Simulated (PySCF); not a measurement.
C5H7F, SMILES C/C=C/C=C\F.

The structure is a stationary point at B3LYP-D3(BJ)/def2-SVP. The structure was generated by enumeration; whether it is a known compound was not checked. The values are those of a single conformer.

Two levels are set side by side: TDA-PBE/def2-SVPD (PySCF) and TDA-ωB97X/def2-SVPD (PySCF). Vertical, same geometry. The lowest singlet is HOMO→LUMO+1 100 % with PBE and HOMO→LUMO 94 % with the other functional; states are paired by order. Differences are taken from unrounded values.

```
quantity                               TDA-ωB97X
-------------------------------------  ---------
lowest singlet excitation (eV)              6.24
lowest triplet excitation (TDA) (eV)        3.19
first bright state (f over 0.05) (eV)       6.24
its oscillator strength                     1.12
```

Question: What does TDA-PBE give, and how far is it from TDA-ωB97X? (Estimate from the structure and the level; the computed values follow.)

Answer: 
| quantity | TDA-PBE | TDA-PBE minus TDA-ωB97X |
|---|---|---|
| lowest singlet excitation (eV) | 5.69 | -0.55 |
| lowest triplet excitation (TDA) (eV) | 3.08 | -0.11 |
| first bright state (f over 0.05) (eV) | 5.83 | -0.41 |
| its oscillator strength | 0.87 | -0.25 |

A lower first singlet is the usual sign of a functional without exact exchange. Differences between two approximate levels are no errors against the true value.

Rough cost on one machine, each run with all the roots and properties that it gave: TDA-ωB97X against TDA-PBE about 6 times.
